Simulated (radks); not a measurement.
Results of a calculation; reference values are marked as such.
Charge is removed step by step from the 3s down level of the manganese ion Mn2+, starting from [Ne] 3s(up 1, down 1) 3p6 3d5. Level of theory: scalar-relativistic Kohn-Sham, PBE, spin-polarised, spherical densities, finite nucleus; open shells are filled with parallel spins first; Fermi nuclear charge, rms radius 3.7057 fm (a radial shooting solver on a logarithmic mesh with Libxc functionals).

\begin{tabular}{lrrr}
removed (e) & E - E(0) (eV) & eigenvalue (eV) & E minus straight line (eV) \\ \hline
0 & 0.000 & -100.01 & 0.000 \\
0.1 & 10.083 & -101.69 & -0.790 \\
0.2 & 20.335 & -103.39 & -1.411 \\
0.3 & 30.759 & -105.12 & -1.860 \\
0.4 & 41.357 & -106.88 & -2.135 \\
0.5 & 52.132 & -108.66 & -2.233 \\
0.6 & 63.086 & -110.46 & -2.153 \\
0.7 & 74.220 & -112.28 & -1.891 \\
0.8 & 85.538 & -114.12 & -1.446 \\
0.9 & 97.041 & -115.98 & -0.816 \\
1 & 108.73 & -117.85 & 0.000 \\
\end{tabular}

Removing the whole electron costs 108.73 eV by Delta-SCF, against 100.01 eV from minus the eigenvalue at the starting occupation. Slater's transition state (half an electron removed) gives 108.66 eV. Integrating minus the eigenvalue over the occupation (Janak's theorem) gives 108.75 eV. In this scalar-relativistic scheme the density is built from large components alone, so the theorem holds only approximately. The mean slope of the eigenvalue, de/dn, is 17.8 eV per electron.
